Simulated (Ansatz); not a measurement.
```xyz
3

Cl    0.0037    0.0093   -2.0974
Zn   -0.0048    0.0080    0.0036
Cl    0.0014   -0.0078    2.1031
```

Basis set: 6-31G* (spherical functions). Correlated methods keep 15 orbitals frozen. Charge 0, multiplicity 1.

Computed with Ansatz (development build ahead of 0.2.0); each method stands on the lowest determinant of its kind that the runs found. Restricted open shells among the atoms or ions are ROHF, correlated in semicanonical orbitals with singles.

**Question.** Give the atomization energy at this shape (free ground-state atoms in the same class of orbitals less the molecule, no zero-point energy) of singlet ZnCl₂ by RHF-MP2, RHF.

**Answer.**

```tsv
method	atomization energy
RHF-MP2	6.84 eV
RHF	5.61 eV
```
